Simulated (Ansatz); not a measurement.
Start from `CCBN[SiH3]` and change one atom or group to get `BBCC`.

Ansatz, PBE0-D4/def2-TZVP geometries, multiplicity 1. Each molecule was computed in one conformer, which needn't be the lowest.

```tsv
property	`CCBN[SiH3]`
LUMO energy (PBE0/def2-TZVPP) / eV	0.25
LUMO energy (ωB97M-V/def2-TZVPP) / eV	1.90
size of the dipole moment (ωB97M-V/def2-TZVPP) / D	1.19
HOMO–LUMO gap (PBE/def2-TZVPP) / eV	6.19
size of the dipole moment (PBE/def2-TZVPP) / D	1.20
HOMO energy (ωB97M-V/def2-TZVPP) / eV	-10.53
```

What does the change do to each property? (Estimate.)

Computed: 
```csv
property,`BBCC`,shift
LUMO energy (PBE0/def2-TZVPP) / eV,-1.54,-1.79
LUMO energy (ωB97M-V/def2-TZVPP) / eV,0.37,-1.53
size of the dipole moment (ωB97M-V/def2-TZVPP) / D,0.74,-0.45
HOMO–LUMO gap (PBE/def2-TZVPP) / eV,4.09,-2.10
size of the dipole moment (PBE/def2-TZVPP) / D,0.83,-0.37
HOMO energy (ωB97M-V/def2-TZVPP) / eV,-10.26,0.27
```

With PBE0 the HOMO rises by 0.27 eV and the LUMO falls by 1.79 eV, so the gap narrows by about 2.06 eV. PBE moves the HOMO by 0.27 eV and ωB97M-V by 0.27 eV. Dipoles are sizes alone; their direction can turn.
